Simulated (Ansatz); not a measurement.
Species: AlCl, charge 1, doublet. AlCl+ (parent SMILES [Al][Cl], doublet).
B3LYP-D3(BJ)/def2-TZVP minimum from Ansatz (a program for electronic structure):
```xyz
2

Al     0.0000     0.0000    -1.1542
Cl     0.0000     0.0000     0.8826
```
Charge +1, spin multiplicity 2.

Total energies in aug-cc-pV(T+d)Z, 9 correlated electrons, 10 frozen orbitals. Open shells are spin-unrestricted; no spin-orbit coupling. Cores are frozen in correlated methods. No relativity. The spin of AlCl+ (parent SMILES [Al][Cl], doublet) was assumed, and the state is the lowest solution found for it.

| method | program | energy (Eh) | minus CCSDT(Q) (mEh) |
|---|---|---|---|
| HF | Ansatz | -701.21148 | 248.65 |
| MP2 | Ansatz | -701.42899 | 31.13 |
| CCSD | Ansatz | -701.44745 | 12.67 |
| CCSD(T) | Ansatz | -701.45873 | 1.39 |
| CCSDT(Q) | Ansatz | -701.46012 | 0.00 |

Rough core times of Ansatz's runs on a shared machine: CCSD(T) 50 s, CCSDT(Q) 20 min.
